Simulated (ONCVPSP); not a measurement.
fluorine (F), ONCV: configuration errors across variants

* Element: fluorine (F)
* Generator: ONCVPSP 4.0.1
* Type: optimised norm-conserving Vanderbilt (ONCV)
* Functional: PBEsol
* Relativity: scalar-relativistic
* Frozen core: [He]
* Valence charge: 7
* Reference configuration: 2s2 2p4 (charge +1)
* Partial waves: 2s: rc 0.70 bohr, ncon 4, nbas 9, qcut 9.1 1/bohr, 1 projector; 2p: rc 1.65 bohr, ncon 4, nbas 7, qcut 6.8 1/bohr, 2 projectors, debl 2 Ha
* Local potential: polynomial inside 0.60 bohr (lpopt 5, dvloc0 0 Ha)
* Core correction: Teter function, fcfact 5.5, rcfact 1.15

All-electron excitation energies from the reference (eV): (1) 2s2 2p5 -19.317; (2) 2s2 2p3 38.278; (3) 2s2 2p2 98.767; (4) 2s2 2p1 184.360.

Errors AE − PS in meV (a dash: test not solved or not reliable):

| change | (1) | (2) | (3) | (4) | bound ghosts | GHOST(+) flags above zero |
| --- | --- | --- | --- | --- | --- | --- |
| base | +115 | +302 | +1717 | +5170 | none | none |
| s: qcut 5.9; p: qcut 4.4 | +214 | +533 | +2939 | +8626 | none | none |
| s: qcut 6.7; p: qcut 5 | +185 | +465 | +2591 | +7619 | none | none |
| s: qcut 7.4; p: qcut 5.5 | +161 | +411 | +2302 | +6803 | none | none |
| s: qcut 8.4; p: qcut 6.3 | +131 | +340 | +1918 | +5742 | none | none |
| s: qcut 9.3; p: qcut 7 | +109 | +288 | +1646 | +4952 | none | none |
| s: qcut 10; p: qcut 7.5 | +97 | +259 | +1488 | +4517 | none | none |
| s: qcut 10.9; p: qcut 8.2 | +84 | +228 | +1317 | +4027 | none | none |
| s: qcut 11.8; p: qcut 8.8 | +75 | +205 | +1192 | +3674 | none | none |
| s: qcut 13.2; p: qcut 9.8 | +61 | +170 | +1004 | +3102 | none | none |

Give the same row for: s: qcut 12.5; p: qcut 9.3.

+68, +187, +1099, +3401; bound ghosts: none; GHOST(+) flags above zero: none.
